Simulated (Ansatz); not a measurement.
Consider the isomerisation: `B[Si](C)(F)[SiH3]` → `BC([SiH3])[SiH2]F`.

Calculated with Ansatz (gas phase, PBE0-D4/def2-TZVP geometries, no zero-point term in ΔE). CBS: MP2 limit from def2 TZ/QZ plus the TZ coupled-cluster correction, frozen cores. DFT in def2-TZVPP. B3LYP here is the variant with VWN-RPA as its local correlation; programs differ in this. Each species was taken in one conformer, which may not be the lowest.

Question: Is it downhill or uphill in electronic energy at CCSD(T)/CBS, and by how much? (Estimate.)

Answer: The calculation gave: Downhill: ΔE = -65.0 kJ/mol.

Question: What do these levels give: r2SCAN-D4, B3LYP-D4, ωB97M-V, B2PLYP, PBE, r2SCAN, PBE0, B3LYP, MP2/def2-TZVPP, HF/def2-QZVPP, HF/CBS(def2), CCSD/CBS(def2)? (An estimate is asked.)

Answer: The calculation gave: r2SCAN-D4 -55.1, B3LYP-D4 -54.3, ωB97M-V -70.7, B2PLYP -61.3, PBE -39.6, r2SCAN -54.8, PBE0 -48.4, B3LYP -50.3, MP2/def2-TZVPP -79.8, HF/def2-QZVPP -65.8, HF/CBS(def2) -66.0, CCSD/CBS(def2) -64.2 kJ/mol.

Largest T1 diagnostic among the species: 0.013.

The D4 term adds −4.0 kJ/mol with B3LYP and −1.8 kJ/mol with PBE0; it sums over pairs of atoms, weighted by their polarisabilities, and B3LYP, whose exchange is more repulsive, gets the larger term. From PBE to PBE0 (25 % exact exchange), in def2-TZVPP and without D4, ΔE moves by −8.8 kJ/mol.
